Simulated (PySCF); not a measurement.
Input and output of a scripted DFT run

The script drives PySCF SCF with an in-house response code with single-precision fitted integrals, so total energies wander by about 1e-6 Eh between cycles (the fitting error itself is about 1e-3 Eh and cancels in differences); atoms count from 0. Pop asks for populations, which are stored and not printed.

Job and coordinates (Å):

```
{"job": {"kind": "nmr", "basis": "pcSseg-1", "pop": false, "xc": "PBE"}, "charge": 0, "multiplicity": 1}
F     -1.157731     1.016319    -2.564818
Si    -1.125021     1.398918    -1.004136
C     -1.856580     3.075921    -0.581604
C     -3.324393     3.189362    -0.998190
C     -3.902402     4.554332    -0.644047
O     -3.251741     5.541108    -1.428301
C     -3.644140     6.852085    -1.121550
C     -3.140153     7.314277     0.234785
C     -3.682933     8.512108     0.876953
O     -4.007286     7.230208     1.329036
O      0.447570     1.286582    -0.627327
Si     1.167756     0.392230     0.511738
F      1.420246     1.429389     1.714587
C      2.748598    -0.394060    -0.120483
C      3.786402     0.662547    -0.495888
C      5.100427     0.027431    -0.940296
O      5.601762    -0.761757     0.121781
C      6.819999    -1.403658    -0.152669
C      8.001306    -0.448676    -0.119483
C      8.592915     0.097589    -1.343332
O      9.222416    -0.913016    -0.609482
O      0.129333    -0.704902     1.093976
Si    -1.468896    -0.826489     0.870871
F     -2.133532    -0.209885     2.200601
C     -2.000625    -2.599443     0.565622
C     -1.655235    -3.501932     1.750553
C     -2.061526    -4.949028     1.498294
O     -1.260734    -5.473931     0.452537
C     -1.603114    -6.784358     0.088740
C     -2.944019    -6.864124    -0.620511
C     -3.632080    -8.142123    -0.807885
O     -4.074081    -7.205081     0.130135
O     -1.934761     0.181235    -0.306420
H     -1.299645     3.868466    -1.081081
H     -1.777886     3.264272     0.491141
H     -3.913231     2.416460    -0.505084
H     -3.403364     3.046207    -2.075219
H     -4.982650     4.574805    -0.855071
H     -3.760684     4.762055     0.424116
H     -4.739926     6.949321    -1.150641
H     -3.203518     7.479089    -1.902231
H     -2.110211     7.033417     0.442991
H     -4.484571     9.055451     0.389785
H     -3.053930     9.098160     1.536576
H      3.182677    -1.027629     0.651438
H      2.559005    -1.032546    -0.983830
H      3.409297     1.294725    -1.299391
H      3.982978     1.291679     0.370711
H      4.935971    -0.607101    -1.825298
H      5.820779     0.813899    -1.207518
H      6.789552    -1.919868    -1.123567
H      6.942135    -2.151099     0.636280
H      8.061757     0.146140     0.789763
H      8.198875    -0.201423    -2.308229
H      9.078169     1.066858    -1.322329
H     -1.531735    -3.012975    -0.327029
H     -3.077240    -2.628349     0.398667
H     -0.581389    -3.467614     1.929089
H     -2.163267    -3.148096     2.647081
H     -3.123912    -5.003259     1.228530
H     -1.911042    -5.548968     2.409227
H     -1.621519    -7.441811     0.971040
H     -0.814114    -7.113896    -0.593540
H     -3.101979    -6.076805    -1.354281
H     -3.192471    -9.045018    -0.399826
H     -4.274389    -8.282872    -1.669271
```

Command:

```bash
OMP_NUM_THREADS=2 python large_run.py task.json out
```

**Question.** What does the program print?

**Answer.** 
```
start: PBE on a coarse grid of 54974 points
cycle   1  E = -2547.3005001772  dE =  4.890e+00  |g| = 2.221e+00  |ddm| = 7.665e+00
cycle   2  E = -2545.0150463420  dE =  2.285e+00  |g| = 4.153e+00  |ddm| = 5.807e+00
cycle   3  E = -2548.1417958074  dE = -3.127e+00  |g| = 5.149e-01  |ddm| = 4.439e+00
cycle   4  E = -2548.1887300535  dE = -4.693e-02  |g| = 1.920e-01  |ddm| = 4.816e-01
cycle   5  E = -2548.1949150606  dE = -6.185e-03  |g| = 5.494e-02  |ddm| = 1.501e-01
cycle   6  E = -2548.1953542222  dE = -4.392e-04  |g| = 2.509e-02  |ddm| = 5.853e-02
cycle   7  E = -2548.1954762195  dE = -1.220e-04  |g| = 5.087e-03  |ddm| = 2.163e-02
final grid: 495026 points
cycle   8  E = -2548.6089651084  dE = -2.778e-05  |g| = 4.917e-02  |ddm| = 8.272e-02
cycle   9  E = -2548.6075801700  dE =  1.385e-03  |g| = 9.992e-02  |ddm| = 1.033e-01
cycle  10  E = -2548.6093989733  dE = -1.819e-03  |g| = 7.275e-03  |ddm| = 7.473e-02
cycle  11  E = -2548.6094078304  dE = -8.857e-06  |g| = 1.383e-03  |ddm| = 7.336e-03
cycle  12  E = -2548.6094094759  dE = -1.646e-06  |g| = 6.553e-04  |ddm| = 1.596e-03
cycle  13  E = -2548.6094110861  dE = -1.610e-06  |g| = 1.478e-04  |ddm| = 5.479e-04
cycle  14  E = -2548.6094101912  dE =  8.949e-07  |g| = 5.219e-05  |ddm| = 1.788e-04
converged SCF energy = -2548.6094101912

GIAO shielding tensors (ppm)
atom      isotropic    diamagn.    paramagn.     s11        s22        s33       span
  0 F      302.409     477.759    -175.349    251.921    277.957    377.350    125.429
  1 Si     384.134     894.576    -510.442    349.306    368.401    434.695     85.389
  2 C      165.186     267.293    -102.106    145.998    168.026    181.534     35.537
  3 C      154.828     249.293     -94.465    145.840    150.318    168.325     22.486
  4 C      102.725     251.873    -149.149     72.631     96.925    138.619     65.989
  5 O      267.769     408.949    -141.180    235.099    258.332    309.876     74.778
  6 C      101.104     231.050    -129.946     71.816     93.340    138.156     66.341
  7 C      128.875     216.948     -88.074     78.269    125.946    182.410    104.141
  8 C      142.214     271.080    -128.866     90.998    155.330    180.314     89.316
  9 O      292.961     392.567     -99.606    128.221    347.640    403.021    274.800
 10 O      210.599     415.179    -204.580    171.396    204.780    255.621     84.225
 11 Si     385.512     894.900    -509.388    355.414    364.277    436.846     81.432
 12 F      298.978     477.915    -178.937    249.209    276.747    370.978    121.768
 13 C      167.995     267.963     -99.968    150.275    171.786    181.924     31.649
 14 C      154.707     252.386     -97.680    144.791    151.404    167.925     23.133
 15 C      104.337     253.286    -148.949     74.319     97.632    141.059     66.740
 16 O      278.977     414.686    -135.709    247.310    278.182    311.439     64.129
 17 C      102.873     232.167    -129.294     68.182     91.993    148.444     80.261
 18 C      132.505     244.499    -111.994     74.180    140.718    182.616    108.436
 19 C      133.822     254.887    -121.066     89.945    137.389    174.131     84.186
 20 O      322.780     396.958     -74.178    155.763    394.610    417.966    262.203
 21 O      212.985     415.061    -202.077    166.934    211.342    260.678     93.744
 22 Si     385.864     894.234    -508.370    351.239    368.040    438.314     87.074
 23 F      298.940     476.121    -177.180    248.140    276.031    372.649    124.509
 24 C      166.719     266.970    -100.251    147.993    170.317    181.847     33.854
 25 C      155.033     250.692     -95.659    145.408    151.753    167.936     22.528
 26 C      102.848     247.569    -144.721     72.856     97.186    138.503     65.648
 27 O      268.367     413.171    -144.804    235.331    257.904    311.866     76.535
 28 C      101.148     231.434    -130.285     71.902     93.119    138.425     66.523
 29 C      128.805     220.516     -91.711     78.180    125.920    182.314    104.134
 30 C      142.155     269.642    -127.487     91.053    155.231    180.182     89.129
 31 O      293.122     396.119    -102.996    128.334    347.836    403.197    274.862
 32 O      211.645     414.643    -202.997    171.362    204.811    258.764     87.402
 33 H       29.870      39.692      -9.821     23.281     31.541     34.788     11.507
 34 H       30.854      44.864     -14.010     25.773     32.735     34.054      8.282
 35 H       29.984      36.161      -6.176     23.414     31.744     34.795     11.380
 36 H       29.868      33.395      -3.526     24.423     30.892     34.290      9.866
 37 H       27.816      30.539      -2.722     23.455     28.272     31.722      8.266
 38 H       27.790      38.354     -10.563     22.208     29.742     31.421      9.213
 39 H       28.499      23.557       4.942     22.794     29.628     33.074     10.280
 40 H       26.983      24.000       2.983     21.083     27.780     32.086     11.002
 41 H       28.788      29.739      -0.951     23.934     27.074     35.355     11.422
 42 H       29.501      26.362       3.140     23.557     28.076     36.870     13.313
 43 H       29.052      30.352      -1.299     23.254     26.651     37.251     13.996
 44 H       29.939      40.745     -10.807     23.053     31.913     34.850     11.797
 45 H       31.139      45.195     -14.056     26.050     32.046     35.322      9.272
 46 H       30.054      38.187      -8.133     23.468     32.016     34.678     11.210
 47 H       29.841      36.575      -6.734     23.834     31.723     33.966     10.132
 48 H       28.567      38.177      -9.610     24.197     29.703     31.802      7.605
 49 H       27.267      37.232      -9.964     20.786     29.251     31.765     10.979
 50 H       28.772      28.733       0.039     23.816     30.634     31.866      8.050
 51 H       26.878      27.918      -1.040     21.405     27.957     31.272      9.867
 52 H       28.905      27.372       1.533     22.588     28.366     35.761     13.173
 53 H       29.308      28.952       0.356     25.584     27.310     35.028      9.444
 54 H       28.910      24.452       4.458     24.051     26.047     36.633     12.582
 55 H       29.998      44.493     -14.495     24.224     31.983     33.788      9.564
 56 H       31.059      39.261      -8.202     25.599     31.768     35.809     10.210
 57 H       29.833      38.362      -8.528     24.072     31.751     33.677      9.605
 58 H       30.092      33.951      -3.859     24.094     31.180     35.003     10.909
 59 H       27.814      34.782      -6.968     22.122     29.899     31.422      9.299
 60 H       27.844      30.269      -2.425     23.658     27.985     31.890      8.232
 61 H       28.504      25.808       2.696     22.795     29.772     32.945     10.150
 62 H       26.999      29.470      -2.471     21.007     28.181     31.809     10.802
 63 H       28.813      30.102      -1.290     23.634     27.521     35.282     11.648
 64 H       29.497      27.251       2.245     23.676     28.091     36.724     13.048
 65 H       29.062      28.745       0.316     23.380     26.507     37.298     13.918
```

**Question.** Roughly how long does this take on 2 threads of Intel Xeon 6975P-C (shared host), and how large is the basis?

**Answer.** About 40 s of wall time, peak memory 1.3 GiB; 747 basis functions and 1986 fitting functions.
